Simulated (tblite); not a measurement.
C₄H₁₀FNSi.
Cartesian coordinates in Å at the GFN2-xTB level; atoms count from 1:
```xyz
17
C4H10FNSi angstrom
N      2.5177    0.3809    0.2070
C      1.4427   -0.5340   -0.1174
C      0.1378    0.1399   -0.5456
F      0.4089    0.8489   -1.7254
C     -1.0419   -0.8279   -0.7453
C     -1.9096   -0.4347    0.4678
Si    -0.8540    1.1261    0.7935
H      2.7114    0.9705   -0.5964
H      2.2433    0.9884    0.9729
H      1.2390   -1.1544    0.7595
H      1.7933   -1.1815   -0.9285
H     -1.5427   -0.6002   -1.6851
H     -0.7431   -1.8760   -0.7601
H     -2.9599   -0.2987    0.2227
H     -1.8570   -1.1795    1.2601
H     -0.2132    1.2477    2.1029
H     -1.3797    2.3965    0.3075
```

All values are computed: GFN2-xTB (tblite) harmonic vibrations without scaling, gas phase. Against measured fundamentals such values can be off by several per cent, at times by over 20. Modes of hydrogen on silicon can be 10 to 20 % off. One conformer, not necessarily the lowest.

Harmonic wavenumbers (cm⁻¹): 69.1, 99.7, 161.6, 235.9, 287.6, 330.1, 357.0, 426.1, 442.4, 482.6, 571.2, 590.5, 633.7, 705.4, 751.4, 764.9, 847.8, 858.7, 965.3, 980.9, 1015.6, 1025.5, 1071.2, 1125.4, 1151.8, 1162.6, 1186.7, 1214.9, 1281.0, 1306.7, 1318.3, 1462.0, 1467.2, 1482.8, 1569.0, 2268.1, 2315.5, 2942.4, 2963.7, 2985.6, 3001.2, 3012.5, 3021.4, 3377.7, 3409.9.

A = 3062, B = 1676, C = 1512 MHz; mass 119.057 u (most abundant isotopes); point group C1, symmetry number 1.

Task: What is the zero-point energy?

Result: Half the sum of the wavenumbers: 29350 cm⁻¹ = 351.11 kJ/mol.

Task: What is S at 273.15 K and 1 bar for an ideal gas of classical rigid rotors and harmonic oscillators?

Result: Translation 166.64, rotation 116.55, vibration 80.97: S = 364.2 J/(mol K).

Task: And Cp and H(273.15 K) − H(0)?

Result: Cp = 134.99 J/(mol K), of which vibrations give 101.73 (their classical limit is 45 R = 374.2); H(273.15 K) − H(0) = 21.80 kJ/mol without the zero-point energy, 12.71 from vibrations.

Task: Which modes carry the vibrational entropy at 273.15 K?

Result: 69.1 cm⁻¹: 16.76; 99.7 cm⁻¹: 13.76; 161.6 cm⁻¹: 9.90; 235.9 cm⁻¹: 7.02; 287.6 cm⁻¹: 5.61; 330.1 cm⁻¹: 4.69 J/(mol K); the other 39 give 23.21 together.

Task: Blend soft modes into free rotors: weight 1/[1 + (100 cm⁻¹/ν̃)⁴] for the oscillator and the rest for a rotor with moment μB/(μ + B), μ = h/(8π²ν), B = 10⁻⁴⁴ kg m². What vibrational entropy results?

Result: 76.97 J/(mol K) in place of 80.97, which changes −T·S at 273.15 K by +1.09 kJ/mol.

Hindered rotation and anharmonicity are outside this model. Other conformers, if any are populated, would add a mixing term that is left out. The structure is chiral; the term R ln 2 for an equal mix with its mirror image is left out.
